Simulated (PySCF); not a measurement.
How methods differ on the ionisation energy of Ag⁴⁶⁺

Ag⁴⁶⁺ 1s1 (2S) → Ag⁴⁷⁺ (bare nucleus), as a difference of total energies. Computed with PySCF 2.14 in an even-tempered Gaussian basis (17 s from 86 bohr⁻², ratio 2.2; 7 p from 130 bohr⁻², ratio 2.4; 4 d from 390 bohr⁻², ratio 2.4; 3 f from 590 bohr⁻², ratio 2.4; 3 g from 880 bohr⁻², ratio 2.4), with scalar relativity by spin-free X2C-1e. The calculations carry no spin-orbit coupling.

```csv
method,ionisation energy (eV),difference from reference (eV)
UHF,30993.6,+27.8
LDA,30936.4,-29.4
PBE,30988.9,+23.1
PBE0,30990.1,+24.3
r2SCAN,30995.5,+29.7
r2SCAN0,30995.0,+29.2
BP86,30995.5,+29.7
```

Reference: 30965.8 eV (theoretical estimate listed by NIST; NIST Atomic Spectra Database, ionization energies).

For one electron Hartree-Fock is exact for this Hamiltonian up to the basis; QED and nuclear recoil make up the gap, and the density functionals add self-interaction.
